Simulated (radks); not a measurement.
Valence configurations of the terbium ion Tb+ (all share [Xe]). Calculated with a radial shooting solver on a logarithmic mesh with Libxc functionals: Dirac Kohn-Sham, LDA (Slater exchange, Perdew-Wang correlation), spin-unpolarised, spherical densities, finite nucleus; open shells are shared between the two j in proportion to 2j + 1; Fermi nuclear charge, rms radius 5.06 fm. Energies are relative to 4f9 6s1; eigenvalues in eV.

| valence | E (eV) | e(4f5/2) | e(4f7/2) | e(5d3/2) | e(5d5/2) | e(6p1/2) |
|---|---|---|---|---|---|---|
| 4f9 6s1 | 0.000 | -10.105 | -9.317 | - | - | - |
| 4f8.5 6s1.5 | 1.086 | -14.024 | -13.205 | - | - | - |
| 4f9 6s0.5 6p0.5 | 1.725 | -10.760 | -9.971 | - | - | -6.186 |
| 4f10 | 1.753 | -4.250 | -3.523 | - | - | - |
| 4f9 5d1 | 1.958 | -8.433 | -7.646 | -6.237 | -6.009 | - |
| 4f8.5 6s1 6p0.5 | 2.951 | -14.677 | -13.858 | - | - | -6.698 |
| 4f9 6p1 | 3.466 | -11.401 | -10.612 | - | - | -6.500 |
| 4f8 6s2 | 3.858 | -18.395 | -17.545 | - | - | - |
| 4f8 5d1 6s1 | 4.654 | -16.113 | -15.265 | -8.783 | -8.456 | - |
| 4f8 6s1 6p1 | 7.899 | -19.673 | -18.822 | - | - | -7.483 |

NIST lists [Xe] 4f9 6s1 as the ground configuration; this level of theory agrees among the configurations tried. The energies are those of spherical spin-averaged densities, not of single terms.
